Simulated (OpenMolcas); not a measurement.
**What dynamic correlation does to the levels of Te4+**

| Quantity | Value |
| --- | --- |
| Program | OpenMolcas |
| Basis | ANO-RCC-VTZP [7s6p4d2f1g] |
| Scalar Hamiltonian | DKH2, point nucleus |
| Active space | 2 electrons in 9 orbitals (RAS2 5s 5p; RAS3 5d, at most 2 electrons) |
| State averaging | 2S+1 = 3 even, 3 roots; 2S+1 = 1 even, 7 roots; 2S+1 = 3 odd, 3 roots; 2S+1 = 1 odd, 3 roots |
| Spin-orbit coupling | state interaction with AMFI integrals over the reference wave functions, term energies averaged over their components |

Methods on the same reference wave functions:
A. RASSCF
B. SS-RASPT2, IPEA 0.25 Eh, imaginary shift 0.1 Eh (closed shells correlated: 4d)
C. MS-RASPT2, IPEA 0.25 Eh, imaginary shift 0.1 Eh (closed shells correlated: 4d)
D. XMS-RASPT2, IPEA 0.25 Eh, imaginary shift 0.1 Eh (closed shells correlated: 4d)

Energies in cm-1 above 5s2 1S0, the measured ground level; measured values from Moore, Atomic Energy Levels, vol. III, NSRDS-NBS 35 (1971 reprint of NBS Circular 467, 1958).

```csv
Level,A,B,C,D,Measured
5s2 1S0,0.0,0.0,0.0,0.0,0.0
5s 5p 3P* 0,69407,75080,75540,76130,
5s 5p 3P* 1,72235,77780,78240,78830,
5s 5p 3P* 2,79282,84960,85420,86010,
5s 5p 1P* 1,112867,109860,110320,110800,111707
5p2 3P0,172547,176020,176470,177050,176248
5p2 1D2 [66 %],175244,182190,182650,183290,182797
5p2 3P1,177680,181420,181880,182430,182419
```

Deviations, from unrounded energies. A percentage is the sum of absolute deviations over the sum of measured energies, with the sign that they share, or ± where signs differ.

```tsv
Against measurement	Levels	A	B	C	D
mean absolute deviation (cm-1)	4	4300	920	570	550
other configurations (%)	4	±2.6	-0.6	±0.4	±0.3
```

C, D lie about equally close to measurement and A furthest from it. The largest miss of D in the table is 5s 5p 1P* 1, by -900 cm-1. The ranking rests on the paired levels alone, and a cruder setting can come out closer through cancelling errors.

Among B to D the level of the table that moves most is 5p2 1D2 [66 %], by 1100 cm-1 (lowest in B, highest in D). Moves below CASPT2's spread within the term are not significant.

The two smallest mean deviations differ by little beside CASPT2's spread within terms, so their order carries little weight.

The lowest spin-free term lies below A's lowest term by 0.413 hartree in B, 0.415 hartree in C, 0.419 hartree in D.

Term energies are means over components that CASPT2 splits; among the terms shown or strongly mixed into the levels shown the widest spread is 130 cm-1 (5p2 1D, D). Active for correlation alone: 5d; no level in the range computed is led by a configuration that fills it, so any true level of that kind is missing. Some terms mix strongly with configurations of 5d, whose occupation reaches 0.24 (5p2 1D). Computed and measured levels are paired by configuration, term and J; levels that our copy of the source lacks, or whose pairing is in doubt (as where it misses far off the trend of its configuration), stay unpaired and out of the deviations. Levels of configurations outside the active space are missing. Levels that lie high or do not pair safely by name in every column are left out.

A share in square brackets marks a mixed level and gives the weight of the term that names it, the lowest over the columns. * marks odd parity.
